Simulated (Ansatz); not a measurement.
Mulliken charges of `F[CH]([SiH3])[GaH2]` from PBE/def2-TZVPP in Ansatz (PBE0-D4/def2-TZVP geometry).

```json
{"atom": "F1", "x (Å)": "-1.861", "y (Å)": "-0.181", "z (Å)": "-0.633", "charge (e)": "-0.207"}
{"atom": "C2", "x (Å)": "-0.462", "y (Å)": "-0.045", "z (Å)": "-0.623", "charge (e)": "0.023"}
{"atom": "Si3", "x (Å)": "0.284", "y (Å)": "-1.341", "z (Å)": "0.532", "charge (e)": "0.153"}
{"atom": "Ga4", "x (Å)": "0.073", "y (Å)": "1.818", "z (Å)": "-0.171", "charge (e)": "0.140"}
{"atom": "H5", "x (Å)": "-0.100", "y (Å)": "-0.262", "z (Å)": "-1.638", "charge (e)": "0.089"}
{"atom": "H6", "x (Å)": "-0.060", "y (Å)": "-1.033", "z (Å)": "1.946", "charge (e)": "-0.050"}
{"atom": "H7", "x (Å)": "1.763", "y (Å)": "-1.284", "z (Å)": "0.375", "charge (e)": "-0.044"}
{"atom": "H8", "x (Å)": "-0.209", "y (Å)": "-2.703", "z (Å)": "0.202", "charge (e)": "-0.043"}
{"atom": "H9", "x (Å)": "-1.027", "y (Å)": "2.850", "z (Å)": "0.240", "charge (e)": "-0.027"}
{"atom": "H10", "x (Å)": "1.599", "y (Å)": "2.181", "z (Å)": "-0.230", "charge (e)": "-0.033"}
```

Task: By hand: the dipole of these point charges (1 e Å = 4.8032 D).

Result: Σ q r = (0.329, 0.138, -0.093) e Å, of length 0.369 e Å = 1.77 D.

Task: How does the dipole of the full density compare? (An estimate is asked.)

Result: Computed: (0.234, 0.032, -0.090) e Å, 1.21 D; the point charges give 1.46 times that, at 16° from its direction.

Point charges leave out the atoms' own dipoles, such as those of lone pairs, and Mulliken's split depends on the basis, so the two needn't agree.
